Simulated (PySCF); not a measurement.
A run for PySCF: R-B3LYP/6-31G* on C2H4Si (SMILES C#C[SiH3]), a point of a bond scan (R = 1.996 Å).

```python
from pyscf import gto, scf, dft, mp
from pyscf.data.elements import chemcore

mol = gto.M(
    atom='''
    Si   -0.94557569   -0.07811079   -0.46973009
    C     0.68460242    0.05655268    0.34008738
    C     1.76130898    0.14549575    0.87495887
    H    -1.09162748    1.31001610   -1.89661569
    H    -1.08493276   -1.42239361   -1.06941143
    H    -2.01018489    0.12953739    0.53507032
    H     2.71147110    0.22398541    1.34696734
    ''',
    basis='6-31g*',
    cart=True,
    charge=0, spin=0, verbose=3, max_memory=1800)
mf = dft.RKS(mol, xc='b3lyp')
mf.conv_tol = 1e-8
mf.max_cycle = 100
mf.kernel()
if not mf.converged:
    mf = mf.newton().run(mf.mo_coeff, mf.mo_occ)
```

Program output:

```
converged SCF energy = -367.994568648088
```

The run converged.

Cost: roughly 5 core-seconds.
